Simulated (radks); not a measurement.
Spherical quantum dot in the effective-mass picture: electrons in a hard-walled sphere of radius 1.37, all in effective atomic units (hartree* = m*/eps^2 hartree, bohr* = eps/m* bohr), one dielectric constant everywhere. Calculated with a radial shooting solver with Libxc functionals: non-relativistic Kohn-Sham, PBE, spin-polarised, spherical densities. Levels are named by radial order and angular momentum (1s, 1p, 1d, 2s, ...), and open shells are averaged over m.

N = 26, configuration 1s2 1p6 1d10 2s(up 1, down 0) 1f(up 7, down 0). This is the lowest configuration that the search found. Occupied and some empty levels:

| level | occupation | eigenvalue (hartree*) | <r> (bohr*) |
|---|---|---|---|
| 1s up | 1 | 28.263 | 0.8256 |
| 1s down | 1 | 28.527 | 0.8267 |
| 1p up | 3 | 30.099 | 0.8977 |
| 1p down | 3 | 30.356 | 0.8960 |
| 1d up | 5 | 32.892 | 0.9462 |
| 1d down | 5 | 33.160 | 0.9447 |
| 2s up | 1 | 36.355 | 0.6339 |
| 1f up | 7 | 36.520 | 0.9826 |
| 1f down | 0 | 36.801 | 0.9816 |
| 2s down | 0 | 36.811 | 0.6418 |
| 1g up | 0 | 40.919 | 1.012 |
| 1g down | 0 | 41.210 | 1.011 |
| 2p up | 0 | 41.441 | 0.7209 |
| 2p down | 0 | 41.733 | 0.7256 |
| 2d up | 0 | 47.264 | 0.7815 |
| 2d down | 0 | 47.489 | 0.7834 |

Energy (hartree*): total 537.433, kinetic 236.74, external 0, Hartree 332.88, exchange-correlation -32.186.
